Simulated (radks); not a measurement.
Valence configurations of Mo I (all share [Kr]). Calculated with a radial shooting solver on a logarithmic mesh with Libxc functionals: scalar-relativistic Kohn-Sham, PBEsol, spin-polarised, spherical densities, point nucleus; open shells are filled with parallel spins first (spin-orbit coupling, left out, can overturn this in heavy ions). Energies are relative to 4d5 5s1; eigenvalues in eV for spin up.

\begin{tabular}{lrrrrr}
valence & E (eV) & moment (Bohr magnetons) & e(4d) & e(5p) & e(5s) \\ \hline
4d5 5s1 & 0.000 & 6 & -4.574 & - & -4.664 \\
4d5.5 5s0.5 & 1.659 & 5 & -3.744 & - & -4.274 \\
4d5 5s0.5 5p0.5 & 1.717 & 6 & -5.222 & -1.644 & -5.117 \\
4d4 5s2 & 2.299 & 4 & -6.593 & - & -5.357 \\
4d6 & 3.235 & 4 & -3.052 & - & - \\
4d4 5s0.5 5p1.5 & 6.251 & 6 & -8.270 & -2.745 & -6.731 \\
4d3.5 5s1 5p1.5 & 7.168 & 6 & -9.299 & -2.980 & -7.169 \\
4d3 5s1.5 5p1.5 & 9.604 & 5 & -10.452 & -3.200 & -7.538 \\
4d2.5 5s1 5p2.5 & 14.587 & 6 & -12.513 & -3.977 & -8.676 \\
\end{tabular}

NIST lists [Kr] 4d5 5s1 as the ground configuration; this level of theory agrees among the configurations tried. The energies are those of spherical high-spin densities, not of single terms. No valid solution was reached for [Kr] 4d3.5 5p2.5.
